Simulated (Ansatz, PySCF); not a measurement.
Dissociation curve of CLi (anion, charge -1), lowest singlet found (which spin is the ground state isn't settled by this scan).

- RHF/aug-cc-pVDZ (Ansatz, a program for electronic structure)
- RKS-PBE = restricted PBE/aug-cc-pVDZ run with Ansatz
- RKS-B3LYP/6-31G* = restricted B3LYP/6-31G*, spherical d run with PySCF

Total energies in hartree (comparable only within one method and basis):

| R / Å | RHF | RKS-PBE | RKS-B3LYP/6-31G* |
|---|---|---|---|
| 1.61 | -45.01918 | -45.27880 | -45.34142 |
| 1.70 | -45.02852 | -45.29120 | -45.34364 |
| 1.77 | -45.03702 | -45.29923 | -45.34311 |
| 1.85 | -45.04337 | -45.30535 | -45.34077 |
| 1.93 | -45.04706 | -45.30898 | -45.33708 |
| 2.00 | -45.04868 | -45.31058 | -45.33308 |
| 2.04 | -45.04910 | -45.31098 | -45.33056 |
| 2.14 | -45.04899 | -45.31071 | -45.32375 |
| 2.21 | -45.04822 | -45.30969 | -45.31871 |
| 2.32 | -45.04641 | -45.30716 | -45.31059 |
| 2.41 | -45.04471 | -45.30454 | -45.30393 |
| 2.56 | -45.04211 | -45.29957 | -45.35063 |
| 2.76 | -45.03978 | -45.29258 | -45.34204 |

The scan ran from 1.46 to 6.92 Å; beyond the distances shown full CI changes its symmetry label. The restricted form behind RHF, RKS-PBE, RKS-B3LYP/6-31G* keeps the bonding electrons paired and can't separate into open-shell fragments. Where the anion isn't bound against loss of the electron, the finite basis alone holds it.
